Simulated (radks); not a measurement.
Tl4+, configuration [Xe] 4f14 5d9. Calculated with a radial shooting solver on a logarithmic mesh with Libxc functionals: Dirac Kohn-Sham, PBE, spin-unpolarised, spherical densities, finite nucleus; open shells fill j = l - 1/2 first; Fermi nuclear charge, rms radius 5.4759 fm.

Unscreened Slater integrals over Kohn-Sham orbitals (eV). Large and small components are both included.

F0(5d5/2,5d5/2): 18.661
F2(5d5/2,5d5/2): 9.8237
F4(5d5/2,5d5/2): 6.5742
F0(5d5/2,5d3/2): 18.936
F2(5d5/2,5d3/2): 9.9592
G2(5d5/2,5d3/2): 9.9441
G4(5d5/2,5d3/2): 6.6572
F0(5d5/2,5p3/2): 20.726
F2(5d5/2,5p3/2): 10.565
G1(5d5/2,5p3/2): 12.972
G3(5d5/2,5p3/2): 8.0805
F0(5d5/2,5p1/2): 21.341
G3(5d5/2,5p1/2): 7.4256
F0(5d3/2,5d3/2): 19.227
F2(5d3/2,5d3/2): 10.119
F0(5d3/2,5p3/2): 21.126
F2(5d3/2,5p3/2): 10.889
G1(5d3/2,5p3/2): 13.559
G3(5d3/2,5p3/2): 8.4478
F0(5d3/2,5p1/2): 21.790
G1(5d3/2,5p1/2): 12.650
F0(5p3/2,5p3/2): 23.823
F2(5p3/2,5p3/2): 12.863
F0(5p3/2,5p1/2): 24.857
G2(5p3/2,5p1/2): 13.017
F0(5p1/2,5p1/2): 26.100
